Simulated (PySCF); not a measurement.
# Removing the step error of a finite difference

System: H6F3NSi3, singlet, at a GFN2-xTB geometry, atoms displaced at random by about 0.03 Å a coordinate. Level: PySCF with R2SCAN/STO-3G, gradient. Sums are taken with unrounded values, so a last digit can differ.

Central differences of the energy along x of atom 7 gave a gradient component of -0.029078 Eh/bohr at step 0.05 and -0.026301 Eh/bohr at step 0.2 (atomic units).

Task: Extrapolate to zero step.

Result: The leading error of a symmetric difference goes as h², so A(h) = A0 + c h². Then c = (-0.026301 - (-0.029078))/(0.2² - 0.05²) = 0.0741 (atomic units) and A0 = -0.029078 - c × 0.05² = -0.029264 Eh/bohr. The analytic value from the same program and level (with grid response) is -0.029264 Eh/bohr: the smaller step missed it by 0.000186, the extrapolation by 0.000001.
